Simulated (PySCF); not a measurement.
CHO2, SMILES O=C=[OH+], charge +1. The structure is a stationary point at PBE0-D3(BJ)/def2-TZVP. The isomer is the one that the SMILES or the coordinates give; other isomers of the formula were not compared.

PySCF 2.14.0 with TDA-B3LYP/def2-TZVPD puts the lowest singlet excitations at 8.40, 9.40, 10.04, 10.13, 10.90, 11.91 eV.

Q: What are the lowest excitation roots from ADC(2)/aug-cc-pVDZ (PySCF)? (Estimate from the structure and the level; the computed values follow.)

A: 8.83, 9.84, 10.22, 10.65, 11.22, 12.21 eV. S1 differs by 0.43 eV (second minus first; roots are paired by order, and the bases may differ).
